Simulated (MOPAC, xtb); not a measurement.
Donor–acceptor adduct: BCl3 (SMILES ClB(Cl)Cl) (first 4 atoms) with C2H6O (SMILES COC); geometry from B3LYP-D3(BJ)/def2-TZVP, rigid monomers moved along the line of their centres of mass till B2···O6 is 1.50 Å.
(charge 0, multiplicity 1):
```xyz
13

Cl     0.68045    -1.51243     0.89708
B     -0.10447     0.09061     1.33206
Cl     0.84589     1.54141     0.76788
Cl    -1.86355     0.18960     0.86070
C     -0.92867    -0.79654     3.53763
O     -0.08899     0.16237     2.83204
C      1.21859     0.27607     3.46429
H     -0.99353    -0.46359     4.57017
H     -0.47909    -1.78535     3.46457
H     -1.89971    -0.77673     3.06076
H      1.04782     0.55472     4.50083
H      1.75796     1.05162     2.93675
H      1.73567    -0.67890     3.38770
```

Counterpoise-corrected where a basis set is named; no monomer relaxation.

The state that AM1, PM3, PM6 reach isn't checked.

Programs: MOPAC for AM1, PM3, PM6 (differences of heats of formation); xtb for the GFN methods. Values without a source in brackets are computed.

One of these levels gives -126.6 kJ/mol for the interaction energy. Which one is it?
A) GFN1-xTB
B) PM6
C) AM1
D) PM3

D, PM3. The others give -69.3 (AM1), -172.9 (PM6), -95.2 (GFN1-xTB)
